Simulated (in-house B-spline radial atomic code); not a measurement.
Configurations of the samarium ion Sm²⁺, with energies counted from [Xe] 4f6. Method: scalar-relativistic (X2C) B97-1, spin-polarised, spherical fractional occupations, exact exchange averaged over the configuration, Fermi nucleus of rms radius 5.0819 fm. Calculated with an all-electron radial atomic-structure program (B-spline basis). Shells without spins written out take the highest spin.

Occupations are held fixed; configurations that lie above the ionisation limit could autoionise.

| configuration | E - E(ref) (eV) | highest orbital | its <r> (bohr) |
| --- | --- | --- | --- |
| [Xe] 4f5 6s1 | 5.9421 | 6s up | 3.419 |
| [Kr] 4d10 4f6 5s2 5p5 6p1 | 26.586 | 6p up | 4.154 |
| [Kr] 4d9 4f7 5s2 5p6 | 121.08 | 4f up | 0.9322 |
| [Kr] 4d9 4f6 5s2 5p6 5d1 | 127.43 | 5d up | 2.344 |

(1) Order these further configurations by energy, lowest first.
A. [Kr] 4d9 4f6 5s2 5p6 6p1
B. [Kr] 4d10 4f6 5s2 5p5 5d1
C. [Kr] 4d9 4f6 5s2 5p6 6s1
D. [Kr] 4d9 4f6 5s2 5p6 6d1

Answers

(1) B (21.142 eV), C (128.7 eV), A (132.94 eV), D (137.92 eV).
